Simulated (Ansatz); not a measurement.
The first iterations of a band of a periodic cell of 19 atoms, RuC18 (surface graphene monolayer, adsorbate Ru).

The calculation used Ansatz 0.2.0, DFT PBE, scalar-relativistic, plane waves, PAW. Settings: PAW set soft_1, cutoff 420 eV, k mesh 2x2x1, gaussian smearing 0.02 eV, no spin polarisation.

```json
{"movable images": "3", "climbing image": "yes", "spring": "5.0 eV/Å²", "optimiser": "fire", "start path": "default", "force threshold": "0.05 eV/Å", "iteration limit": "44", "end points": "relaxed", "largest step": "1.0 Å"}
```

Image 0:

```xyz
19
Lattice="7.3980 0.0000 0.0000 -3.6990 6.4069 0.0000 0.0000 0.0000 13.0000" Properties=species:S:1:pos:R:3
C 0.014 -0.047 1.041
C 1.234 0.669 1.042
C -1.223 2.100 1.003
C 0.014 2.814 1.042
C -2.465 4.245 1.039
C -1.234 4.945 1.039
C 2.455 -0.047 1.042
C 3.692 0.667 1.003
C 1.234 2.098 1.042
C 2.455 2.814 1.041
C 0.004 4.230 1.040
C 1.234 4.929 1.039
C 4.933 -0.049 1.001
C 6.175 0.667 1.003
C 3.692 2.100 1.003
C 4.933 2.817 1.000
C 2.465 4.230 1.039
C 3.703 4.945 1.039
Ru 4.933 1.384 2.682
```

Image 4:

Only the atoms that move by more than 0.05 Å are listed.
```
Ru19 3.700 3.519 2.682
```

| iteration | highest image above the first end (eV) | largest band force component (eV/Å) |
| --- | --- | --- |
| 1 | 1.774 | 8.382 |
| 2 | 0.974 | 1.255 |
| 3 | 1.147 | 2.154 |
| 4 | 1.105 | 2.026 |
| 5 | 1.040 | 1.744 |
| 6 | 0.977 | 1.249 |
| 7 | 0.941 | 0.530 |

Does the band converge within its limit, and where does its top end?

The run converged. It ended after 23 iterations with the highest image 0.918 eV above the first end. The order of the stationary point at the top wasn't checked. Limits of this set-up: coarse k mesh, slab without dipole correction.

The run took 13 min on 1 thread of Arm Neoverse V2, with other jobs on the host, peak memory 0.93 GiB.
